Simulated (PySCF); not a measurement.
SMILES C(#N)CCc1cccs1 (GFN2-xTB optimised geometry):

```
16

N     -0.213    -2.504     3.134
C     -1.061    -2.277     2.401
C     -2.113    -1.998     1.458
C     -1.534    -1.801     0.043
C     -0.606    -0.635     0.000
C      0.753    -0.635     0.000
C      1.308     0.666     0.000
C      0.363     1.636     0.006
S     -1.228     0.986     0.010
H     -2.635    -1.091     1.776
H     -2.819    -2.832     1.465
H     -2.365    -1.645    -0.650
H     -0.993    -2.700    -0.258
H      1.343    -1.534     0.003
H      2.365     0.863    -0.003
H      0.492     2.700     0.010
```

Level of theory: CAM-B3LYP/def2-TZVP run with PySCF.

Problem. What are the frontier orbital energies and the dipole moment?

Solution. HOMO-2 -10.80 eV, HOMO-1 -8.62 eV, HOMO -8.11 eV, LUMO 0.44 eV, LUMO+1 1.23 eV; dipole moment 3.45 D.

Meta-Löwdin charges at CAM-B3LYP/def2-TZVP: N1 -0.23, C2 0.11, C3 -0.22, C4 -0.18, C5 -0.12, C6 -0.15, C7 -0.14, C8 -0.26, S9 0.26, H10 0.15, H11 0.14, H12 0.12, H13 0.13, H14 0.13, H15 0.13, H16 0.14.
